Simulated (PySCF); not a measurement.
Compound: C5H8NPSi.
Atom-mapped SMILES: `[CH2:1]=[CH:2][n:3]1[cH:4][p:5][c:6]([SiH3:7])[cH:8]1`

NICS = −σ at a ghost point: NICS(0) at the centroid of the ring atoms, NICS(1) 1 Å to either side along the normal of their mean plane, zz for the tensor component along that normal. Level: GIAO PBE0/pcSseg-1 (PySCF, non-relativistic, gas phase) on the GFN2-xTB geometry, one conformer.

Ring bond lengths (Å), with Mayer bond orders in brackets: N3–C4 1.362 (1.16), C4–P5 1.709 (1.50), P5–C6 1.785 (1.17), C6–C8 1.361 (1.55), C8–N3 1.364 (1.10).

Problem. What do the NICS probes read (ppm)?

Solution. 
| ring | type | NICS(0) | NICS(1), two faces | NICS(1)zz, two faces | rms pucker (Å) | centre to ring atoms, mean (Å) |
| --- | --- | --- | --- | --- | --- | --- |
| N3–C4–P5–C6–C8 | 5-membered ring with N and P; formal bonds all aromatic | -10.4 | -10.4 / -10.4 | -24.8 / -24.8 | 0.00 | 1.28 |

Problem. What can be read from them?

Solution. 
- N3–C4–P5–C6–C8: mean NICS(1)zz -24.8 ppm, shielded.

Problem. What does the geometric index give? HOMA = 1 − mean of α(R − Ropt)² over the ring bonds, with Krygowski's 1993 parameters (CC: Ropt 1.388 Å, α 257.7 Å⁻²; CN: Ropt 1.334 Å, α 93.52 Å⁻²; CP: Ropt 1.698 Å, α 118.91 Å⁻²).

Solution. 
- N3–C4–P5–C6–C8: HOMA 0.75; the largest term is that of P5–C6, α(R − Ropt)² = 0.89.

Rough CPU time on one thread of a shared machine: about 80 s. This is the whole shielding run at PBE0/pcSseg-1, SCF included.

Shape of the structure used: `[CH2:1]=[CH:2][n:3]1[cH:4][p:5][c:6]([SiH3:7])[cH:8]1`: C1–C2–N3–C4 0°.
